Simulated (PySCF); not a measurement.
**ORD: SMILES N#C[C@@H]1OC[C@H]1F, C4H4FNO**

Geometry:
```csv
atom,x (Å),y (Å),z (Å)
N1,2.751,-0.386,1.142
C2,1.806,-0.356,0.477
C3,0.595,-0.319,-0.342
O4,0.266,0.984,-0.799
C5,-1.044,0.919,-0.227
C6,-0.754,-0.446,0.394
F7,-1.535,-1.463,-0.045
H8,0.683,-1.055,-1.163
H9,-1.839,0.876,-0.991
H10,-1.238,1.749,0.470
H11,-0.691,-0.484,1.491
```

Computed, not measured: PySCF, TDDFT PBE0/def2-SVPD circular dichroism and optical rotation, one conformer, gas phase. Geometry: PBE0-D3(BJ)/def2-SVP.

Stereocentres: C3 S, C6 R.

Q: What is the specific rotation at 633, 589.3, 546, 436, 405, 365, 355 nm?

A: [α] in deg dm⁻¹ (g/mL)⁻¹:
```tsv
λ (nm)	origin-invariant length gauge	modified velocity gauge	length gauge (centre of mass)	isotropic polarisability (au)
633	+87.9	+97.6	+88.2	54.1
589.3	+105.2	+116.5	+105.5	54.3
546	+128.1	+141.5	+128.5	54.5
436	+241.2	+262.9	+241.8	55.3
405	+303.0	+328.6	+303.8	55.7
365	+428.4	+460.9	+429.3	56.3
355	+472.6	+507.3	+473.6	56.5
```

Q: And for the mirror image at 589.3 nm?

A: -105.2 deg dm⁻¹ (g/mL)⁻¹ (origin-invariant length gauge): the same size and the opposite sign.

Q: What is the molar rotation [Φ] = [α]·M/100 of the geometry above at 589.3 nm?

A: With M = 101.08 g/mol, +106.3 deg cm² dmol⁻¹ (origin-invariant length gauge).

The first excitation lies at 6.48 eV (191 nm) with R = +22.5 × 10⁻⁴⁰ esu² cm² (velocity form).
